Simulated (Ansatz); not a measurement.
Reaction (isomerisation): `C#C[SiH2][CH](F)[AlH2]` → `FC[C]1=[C]([SiH3])[AlH]1`

Computed with Ansatz on PBE0-D4/def2-TZVP structures; ΔE is electronic, products minus reactants. CBS: MP2 limit from def2 TZ/QZ plus the TZ coupled-cluster correction, frozen cores. DFT in def2-TZVPP. B3LYP here is the variant with VWN-RPA as its local correlation; programs differ in this. Each species was taken in one conformer, which may not be the lowest.

| level | ΔE (kJ/mol) | difference from CCSD(T)/CBS |
| --- | --- | --- |
| PBE-D4 | -17.1 | -13.8 |
| B3LYP-D4 | -7.6 | -4.3 |
| B2PLYP | -8.6 | -5.3 |
| PBE0 | -24.0 | -20.7 |
| CCSD(T)/def2-TZVPP | -5.6 | -2.3 |
| HF/def2-QZVPP | -9.0 | -5.7 |
| MP2/def2-QZVPP | -5.8 | -2.5 |
| SCS-MP2/def2-QZVPP | -0.6 | 2.7 |
| MP2/CBS(def2) | -5.1 | -1.8 |
| CCSD/CBS(def2) | -3.8 | -0.5 |
| CCSD(T)/CBS | -3.3 | 0 |

Largest T1 diagnostic among the species: 0.013.

From PBE to PBE0 (25 % exact exchange), in def2-TZVPP and without D4, ΔE moves by −4.5 kJ/mol. The D4 term adds +4.0 kJ/mol with B3LYP and +2.0 kJ/mol with PBE0; it sums over pairs of atoms, weighted by their polarisabilities, and B3LYP, whose exchange is more repulsive, gets the larger term.
